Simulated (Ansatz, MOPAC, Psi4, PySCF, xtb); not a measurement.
Donor–acceptor adduct: BH3 (SMILES B) (first 4 atoms) with C2H6O (SMILES COC); geometry from B3LYP-D3(BJ)/def2-TZVP, rigid monomers moved along the line of their centres of mass till B1···O6 is 1.90 Å.
(charge 0, multiplicity 1):
```xyz
13

B      0.1492     0.2265     1.0946
H      1.2806     0.5130     0.8058
H     -0.6860     1.0199     0.7503
H     -0.1438    -0.9313     0.9009
C     -1.1764     0.1542     3.5715
O      0.1255     0.3421     2.9925
C      1.1401    -0.4457     3.6369
H     -1.1228     0.3861     4.6349
H     -1.5053    -0.8751     3.4152
H     -1.8438     0.8399     3.0608
H      1.1507    -0.2014     4.6987
H      2.0820    -0.1779     3.1705
H      0.9354    -1.5075     3.4853
```

```json
[
 {"level": "AM1", "interaction energy (kcal/mol)": "-19.34"},
 {"level": "PM6", "interaction energy (kcal/mol)": "-27.65"},
 {"level": "GFN1-xTB", "interaction energy (kcal/mol)": "-21.64"},
 {"level": "GFN2-xTB", "interaction energy (kcal/mol)": "-19.77"},
 {"level": "HF/6-31G*", "interaction energy (kcal/mol)": "-19.70"},
 {"level": "HF/6-31G* (no counterpoise)", "interaction energy (kcal/mol)": "-21.59"},
 {"level": "HF/aug-cc-pVDZ", "interaction energy (kcal/mol)": "-18.94"},
 {"level": "PBE/def2-TZVPPD", "interaction energy (kcal/mol)": "-27.74"},
 {"level": "PBE-D3(BJ)/def2-TZVPPD", "interaction energy (kcal/mol)": "-29.60"},
 {"level": "PBE-D4/def2-TZVPPD", "interaction energy (kcal/mol)": "-29.59"},
 {"level": "r2SCAN/def2-TZVPPD", "interaction energy (kcal/mol)": "-29.20"},
 {"level": "r2SCAN-D3(BJ)/def2-TZVPPD", "interaction energy (kcal/mol)": "-29.80"},
 {"level": "r2SCAN-D4/def2-TZVPPD", "interaction energy (kcal/mol)": "-29.72"},
 {"level": "B3LYP/6-311+G** (no counterpoise)", "interaction energy (kcal/mol)": "-24.98"},
 {"level": "B3LYP/def2-TZVPPD", "interaction energy (kcal/mol)": "-24.52"},
 {"level": "wB97X-V/def2-TZVPPD", "interaction energy (kcal/mol)": "-28.14"},
 {"level": "wB97M-V/def2-TZVPPD", "interaction energy (kcal/mol)": "-28.72"},
 {"level": "MP2/6-31G*", "interaction energy (kcal/mol)": "-25.36"},
 {"level": "CCSD(T)/aug-cc-pVDZ", "interaction energy (kcal/mol)": "-25.71"},
 {"level": "SAPT0/jun-cc-pV(D+d)Z", "interaction energy (kcal/mol)": "-26.54"}
]
```

The rows run from -29.80 (r2SCAN-D3(BJ)/def2-TZVPPD) to -18.94 kcal/mol (HF/aug-cc-pVDZ). The dispersion term adds -1.85 in PBE-D3(BJ), -1.85 in PBE-D4, -0.60 in r2SCAN-D3(BJ). The 5 functionals in def2-TZVPPD without D3 or D4 span 4.68, from r2SCAN to B3LYP.

Interaction energies are E(AB) − E(A) − E(B) at the monomers' geometry in the complex; basis-set methods are counterpoise corrected. Rows marked so take none.

Correlated levels freeze the cores. Rows in 6-311+G**, 6-31G* carry no dispersion term and start afresh at each structure (6-31G* with six Cartesian d functions). MP2/6-31G* freezes PySCF's default core. The state that AM1, PM6 reach isn't checked.

Codes used: Ansatz (Gaussian basis) for Hartree–Fock, density functionals and correlated methods; MOPAC for AM1, PM6 (differences of heats of formation); Psi4 for SAPT; PySCF for 6-311+G** rows, 6-31G* rows, the dispersion terms; xtb for the GFN methods.

Ansatz is a first-principles code.
